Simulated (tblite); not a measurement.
A geometry optimisation, step by step.

Species: C6H12AsNO.
Numbering: `[CH3:1][C:2]([CH3:3])=[CH:4][C@H:5]([AsH2:6])[C:7]([NH2:8])=[O:9]` (hydrogens: H10, H11, H12 on C1; H13, H14, H15 on C3; H16 on C4; H17 on C5; H18, H19 on As6; H20, H21 on N8)

Computed with GFN2-xTB (tblite), gas phase: L-BFGS steps from a force-field or distance-geometry start until the largest atomic force falls under 0.01 eV/Å. 7 of its 170 geometries are shown.

Step 0: E = -767.4572 eV, largest atomic force 4.357 eV/Å
```
atom  x, y, z in Å  |  force x, y, z in eV/Å
C1     -1.928    1.453   -0.760   -1.205   0.763  -1.370
C2     -1.028    0.412   -0.245    0.045   0.097   0.335
C3     -1.577   -0.571    0.734   -1.525   0.690   0.099
C4      0.223    0.423   -0.674    0.549   0.088  -0.002
C5      1.274   -0.552   -0.248   -0.321   0.895  -0.422
As6     0.643   -2.394   -0.179    3.074  -3.036  -0.561
C7      1.870   -0.145    1.048    0.800  -1.130   3.577
N8      2.494    1.131    1.123    0.175   1.143  -0.244
O9      1.853   -0.877    2.076   -0.407   2.025  -2.969
H10    -2.933    1.025   -1.003    0.616   0.420   0.390
H11    -2.048    2.322   -0.084   -0.011  -0.588  -0.218
H12    -1.524    1.836   -1.730   -0.335  -0.058   0.705
H13    -1.928   -1.457    0.165    0.385   0.084   0.505
H14    -0.825   -0.769    1.490   -0.297  -0.339   0.128
H15    -2.525   -0.151    1.212    1.268  -0.390  -0.395
H16     0.513    1.199   -1.375    0.128  -0.075  -0.006
H17     2.119   -0.496   -0.977   -0.462  -0.244   0.148
H18    -0.426   -2.752   -1.250   -0.603   0.905   0.964
H19     0.296   -2.891    1.252   -1.051   0.832  -0.616
H20     3.445    1.330    0.719   -1.898  -0.411   0.504
H21     2.004    1.940    1.589    1.076  -1.671  -0.553
```

Step 28: E = -770.0117 eV, largest atomic force 0.181 eV/Å
```
atom  x, y, z in Å  |  force x, y, z in eV/Å
C1     -1.938    1.431   -0.798   -0.021   0.054  -0.042
C2     -1.010    0.372   -0.285    0.020   0.019  -0.067
C3     -1.611   -0.506    0.766   -0.048   0.048   0.042
C4      0.231    0.296   -0.756    0.032  -0.071  -0.076
C5      1.355   -0.582   -0.289    0.002  -0.060   0.051
As6     1.066   -2.570   -0.222    0.042   0.027   0.044
C7      1.716   -0.101    1.101    0.070   0.069  -0.038
N8      2.467    1.023    1.137    0.004  -0.050   0.090
O9      1.328   -0.643    2.113    0.066  -0.048   0.161
H10    -2.921    1.017   -1.018    0.004   0.002   0.011
H11    -2.051    2.191   -0.024   -0.099   0.027  -0.023
H12    -1.551    1.913   -1.692    0.008   0.001  -0.030
H13    -1.975   -1.435    0.316    0.055   0.019   0.034
H14    -0.904   -0.748    1.555    0.014  -0.001  -0.035
H15    -2.463    0.003    1.208   -0.060  -0.021   0.091
H16     0.507    0.995   -1.538    0.033   0.027  -0.018
H17     2.219   -0.428   -0.955   -0.080   0.033   0.067
H18    -0.171   -2.545   -1.068   -0.040  -0.004  -0.082
H19     0.217   -2.592    0.998    0.026  -0.048  -0.051
H20     2.787    1.482    0.308    0.008   0.044  -0.151
H21     2.696    1.442    2.025   -0.038  -0.068   0.022
```

Step 56: E = -770.0821 eV, largest atomic force 0.188 eV/Å
```
atom  x, y, z in Å  |  force x, y, z in eV/Å
C1     -2.004    1.384   -0.907    0.012   0.047  -0.051
C2     -1.024    0.449   -0.265    0.023   0.021  -0.031
C3     -1.566   -0.347    0.880    0.004   0.010   0.001
C4      0.218    0.346   -0.731   -0.012  -0.102  -0.018
C5      1.310   -0.557   -0.241    0.038   0.013   0.041
As6     1.042   -2.553   -0.213    0.008  -0.031   0.053
C7      1.819   -0.199    1.141   -0.003   0.047  -0.056
N8      2.371    1.031    1.234    0.127  -0.024   0.137
O9      1.762   -0.953    2.090   -0.027  -0.076  -0.007
H10    -2.889    0.839   -1.229   -0.049  -0.017   0.066
H11    -2.313    2.158   -0.206   -0.053  -0.029   0.066
H12    -1.576    1.873   -1.776    0.066   0.033  -0.084
H13    -1.928   -1.313    0.520   -0.013  -0.020  -0.011
H14    -0.805   -0.529    1.634    0.019  -0.003   0.029
H15    -2.405    0.170    1.337   -0.002   0.026   0.045
H16     0.491    0.973   -1.575   -0.002  -0.049   0.008
H17     2.170   -0.407   -0.912   -0.014  -0.067  -0.023
H18    -0.047   -2.555   -1.251   -0.007   0.046  -0.072
H19    -0.006   -2.668    0.841    0.044   0.098  -0.018
H20     2.533    1.588    0.414   -0.041   0.060   0.044
H21     2.838    1.285    2.094   -0.116   0.019  -0.120
```

Step 84: E = -770.1830 eV, largest atomic force 0.279 eV/Å
```
atom  x, y, z in Å  |  force x, y, z in eV/Å
C1     -1.968    1.289   -0.965    0.035   0.004  -0.007
C2     -0.929    0.491   -0.233    0.022  -0.022   0.049
C3     -1.376   -0.029    1.098    0.039  -0.092   0.016
C4      0.239    0.223   -0.812    0.042   0.019  -0.028
C5      1.363   -0.615   -0.302   -0.011  -0.016   0.026
As6     1.065   -2.611   -0.345   -0.012  -0.025  -0.007
C7      1.867   -0.317    1.091    0.038  -0.089   0.057
N8      2.089    0.987    1.387   -0.078  -0.255   0.081
O9      2.134   -1.214    1.870   -0.027   0.110  -0.059
H10    -2.771    0.625   -1.288   -0.040   0.048   0.010
H11    -2.400    2.058   -0.328   -0.020  -0.013   0.051
H12    -1.542    1.768   -1.840   -0.018   0.016  -0.109
H13    -2.011   -0.901    0.928   -0.065  -0.001   0.053
H14    -0.551   -0.344    1.732    0.082   0.017  -0.044
H15    -1.966    0.713    1.635    0.033   0.008  -0.035
H16     0.401    0.610   -1.811    0.000   0.056  -0.037
H17     2.229   -0.477   -0.968   -0.045   0.089   0.053
H18     0.164   -2.538   -1.563    0.105   0.018  -0.008
H19    -0.175   -2.643    0.481   -0.022   0.091   0.111
H20     1.730    1.715    0.800   -0.027   0.072  -0.108
H21     2.399    1.227    2.317   -0.032  -0.036  -0.065
```

Step 113: E = -770.2340 eV, largest atomic force 0.062 eV/Å
```
atom  x, y, z in Å  |  force x, y, z in eV/Å
C1     -1.954    1.287   -0.943   -0.023  -0.004  -0.026
C2     -0.889    0.474   -0.266    0.016   0.011  -0.015
C3     -1.262    0.012    1.108   -0.062  -0.003  -0.002
C4      0.257    0.184   -0.878   -0.034  -0.021   0.014
C5      1.383   -0.630   -0.339    0.022  -0.017   0.013
As6     1.133   -2.634   -0.338   -0.015   0.030  -0.004
C7      1.798   -0.331    1.080    0.029   0.011   0.002
N8      1.834    0.969    1.433    0.011   0.020   0.003
O9      2.125   -1.220    1.845    0.002   0.002   0.019
H10    -2.835    0.669   -1.114   -0.011   0.007  -0.004
H11    -2.261    2.123   -0.312    0.037  -0.017  -0.018
H12    -1.615    1.674   -1.900    0.006   0.003   0.002
H13    -2.139   -0.633    1.036   -0.029  -0.019   0.030
H14    -0.465   -0.548    1.589   -0.023   0.020   0.026
H15    -1.536    0.860    1.737    0.055  -0.017   0.005
H16     0.399    0.540   -1.893    0.002   0.019  -0.012
H17     2.273   -0.455   -0.959   -0.010   0.014  -0.002
H18     0.334   -2.619   -1.623    0.004   0.006  -0.007
H19    -0.155   -2.602    0.422    0.011  -0.007  -0.023
H20     1.498    1.688    0.814    0.001  -0.051   0.019
H21     2.071    1.210    2.382    0.011   0.014  -0.019
```

Step 141: E = -770.2445 eV, largest atomic force 0.018 eV/Å
```
atom  x, y, z in Å  |  force x, y, z in eV/Å
C1     -1.959    1.264   -0.955    0.001  -0.004   0.006
C2     -0.903    0.451   -0.262   -0.005  -0.007  -0.005
C3     -1.261    0.038    1.134    0.001  -0.002  -0.003
C4      0.243    0.155   -0.871   -0.003   0.009  -0.009
C5      1.386   -0.631   -0.324   -0.005   0.017  -0.002
As6     1.180   -2.635   -0.360   -0.008  -0.005   0.012
C7      1.788   -0.330    1.099    0.000  -0.001   0.006
N8      1.786    0.971    1.452    0.008   0.001   0.002
O9      2.143   -1.212    1.858   -0.009  -0.005   0.012
H10    -2.884    0.693   -1.035    0.002  -0.006  -0.002
H11    -2.180    2.164   -0.379   -0.002  -0.001   0.002
H12    -1.646    1.558   -1.954    0.003  -0.007   0.011
H13    -2.257   -0.403    1.141   -0.007   0.003  -0.001
H14    -0.560   -0.688    1.540    0.007   0.008  -0.004
H15    -1.282    0.904    1.796    0.003   0.010  -0.002
H16     0.378    0.495   -1.893   -0.003  -0.007   0.003
H17     2.274   -0.425   -0.937   -0.002   0.002  -0.006
H18     0.477   -2.615   -1.698    0.000   0.003  -0.011
H19    -0.164   -2.635    0.300    0.012  -0.004  -0.007
H20     1.409    1.669    0.834    0.012   0.003   0.002
H21     2.026    1.227    2.395   -0.004  -0.006  -0.003
```

Step 169: E = -770.2472 eV, largest atomic force 0.010 eV/Å
```
atom  x, y, z in Å  |  force x, y, z in eV/Å
C1     -1.984    1.231   -0.963    0.002  -0.005   0.000
C2     -0.913    0.450   -0.259    0.002   0.000   0.001
C3     -1.252    0.075    1.153    0.005  -0.005   0.000
C4      0.231    0.149   -0.869    0.004   0.008   0.000
C5      1.384   -0.620   -0.319   -0.001   0.009   0.003
As6     1.194   -2.625   -0.385    0.000  -0.001   0.000
C7      1.762   -0.339    1.115   -0.003  -0.004   0.003
N8      1.820    0.961    1.468    0.001  -0.003  -0.001
O9      2.047   -1.236    1.885    0.000   0.001   0.000
H10    -2.894    0.636   -1.043   -0.001  -0.003   0.001
H11    -2.230    2.131   -0.398    0.003  -0.006  -0.004
H12    -1.673    1.521   -1.964    0.001   0.005   0.004
H13    -2.268   -0.317    1.196    0.000   0.003  -0.003
H14    -0.575   -0.677    1.550    0.000  -0.002   0.000
H15    -1.212    0.952    1.800    0.000   0.003   0.002
H16     0.354    0.461   -1.902   -0.002  -0.001   0.005
H17     2.274   -0.390   -0.921    0.001  -0.002   0.000
H18     0.541   -2.593   -1.749   -0.002   0.000  -0.006
H19    -0.172   -2.636    0.225   -0.005  -0.001   0.003
H20     1.512    1.682    0.841   -0.001   0.001  -0.003
H21     2.046    1.201    2.420   -0.001   0.003  -0.005
```

**Question.** Summarise the path.

**Answer.** The energy falls by 64.34 kcal/mol from step 0 to step 169; nine tenths of that is first reached at step 24. It falls at every step. The largest force goes from 4.357 to 0.010 eV/Å. Among the bonds C7–N8 changes most, from 1.422 to 1.348 Å; the atoms move by 0.901 Å rms after alignment.

**Question.** Follow the three bonds and two angles with the largest change from start to end.

**Answer.** 
```csv
step,E above end (kcal/mol),largest force (eV/Å),C7–N8 (Å),C5–As6 (Å),As6–H19 (Å),H18–As6–H19 (°),C5–As6–H18 (°)
0,64.34,4.357,1.422,1.948,1.555,114.0,114.6
7,23.30,1.045,1.429,2.041,1.484,85.7,95.7
15,13.80,0.589,1.403,1.999,1.499,91.0,93.7
22,6.93,0.746,1.365,1.994,1.486,90.6,93.3
29,5.34,0.192,1.354,2.009,1.486,89.1,95.1
37,4.94,0.118,1.354,2.003,1.488,89.8,95.1
44,4.63,0.086,1.352,2.009,1.488,90.6,93.9
51,4.18,0.183,1.351,2.013,1.485,89.0,94.3
59,3.44,0.150,1.351,2.018,1.484,88.5,95.4
66,3.04,0.072,1.350,2.011,1.485,89.7,93.8
73,2.74,0.137,1.347,2.009,1.488,89.2,92.1
81,1.86,0.303,1.351,2.016,1.495,88.0,92.2
88,1.05,0.195,1.348,2.015,1.497,88.9,93.1
96,0.63,0.060,1.349,2.013,1.495,89.0,92.6
103,0.52,0.057,1.348,2.016,1.493,88.6,92.7
110,0.36,0.088,1.349,2.017,1.495,88.8,93.2
118,0.23,0.106,1.348,2.016,1.493,88.4,93.5
125,0.13,0.063,1.349,2.016,1.495,88.4,93.1
132,0.08,0.023,1.348,2.015,1.498,88.5,92.8
140,0.06,0.016,1.348,2.015,1.497,88.4,92.9
147,0.05,0.040,1.348,2.017,1.496,88.5,92.9
154,0.01,0.032,1.348,2.015,1.496,88.6,92.9
162,0.00,0.018,1.348,2.014,1.496,88.5,92.9
169,0.00,0.010,1.348,2.015,1.496,88.5,92.8
```

What follows is the cost of the whole relaxation. Hardware: an Arm Neoverse N1 with one thread, on a shared host. Cost: 2.6 s of wall time.
